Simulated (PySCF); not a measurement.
Potential energy curve for SMILES O[SiH3] (H₄OSi). The O2–H6 bond (O2 also carries Si; H6 carries nothing else) is varied alone, starting from the PBE0/def2-TZVP optimised geometry.

Levels: RKS-wB97X-V = restricted wB97X-V/cc-pVDZ (PySCF 2.14.0); RKS-M06-2X = PySCF 2.14.0 with restricted M06-2X/cc-pVDZ; RKS-B3LYP = restricted B3LYP/cc-pVDZ (PySCF).

Magnitude of the dipole moment (D; its direction can reverse along the curve, and a method can change to another solution) and Mulliken charge of the fragment that holds O2:

```
R / Å  μ RKS-wB97X-V  q RKS-wB97X-V  μ RKS-M06-2X  q RKS-M06-2X  μ RKS-B3LYP  q RKS-B3LYP
-----  -------------  -------------  ------------  ------------  -----------  -----------
0.77            1.16          -0.03          1.16         -0.05         1.15        -0.03
0.81            1.20          -0.06          1.20         -0.08         1.19        -0.06
0.86            1.25          -0.10          1.25         -0.12         1.23        -0.10
0.91            1.30          -0.13          1.30         -0.15         1.28        -0.13
0.92            1.31          -0.14          1.31         -0.16         1.29        -0.14
0.96            1.35          -0.16          1.36         -0.18         1.33        -0.16
0.98            1.37          -0.17          1.38         -0.19         1.35        -0.17
1.01            1.40          -0.19          1.41         -0.21         1.38        -0.19
1.06            1.45          -0.21          1.47         -0.23         1.42        -0.21
1.11            1.50          -0.23          1.52         -0.25         1.47        -0.23
1.19            1.57          -0.25          1.60         -0.27         1.52        -0.25
1.30            1.65          -0.27          1.69         -0.29         1.57        -0.26
1.42            1.71          -0.27          1.77         -0.29         1.60        -0.26
1.60            1.76          -0.26          1.84         -0.28         1.57        -0.24
1.73            1.76          -0.24          1.85         -0.26         1.52        -0.22
1.92            1.73          -0.21          1.82         -0.23         1.42        -0.19
2.13            1.69          -0.19          1.76         -0.20         1.32        -0.16
2.33            1.64          -0.17          1.69         -0.18         1.26        -0.13
2.61            1.61          -0.15          1.63         -0.16         1.23        -0.11
2.85            1.60          -0.14          1.62         -0.15         1.24        -0.10
3.34            1.68          -0.13          1.70         -0.13         1.31        -0.09
```

At the longest distance RKS-wB97X-V, RKS-M06-2X leaves fractional charges on the fragments, a sign of delocalisation error or of the restricted form. The restricted form behind RKS-wB97X-V, RKS-M06-2X, RKS-B3LYP keeps the bonding electrons paired and can't separate into open-shell fragments.
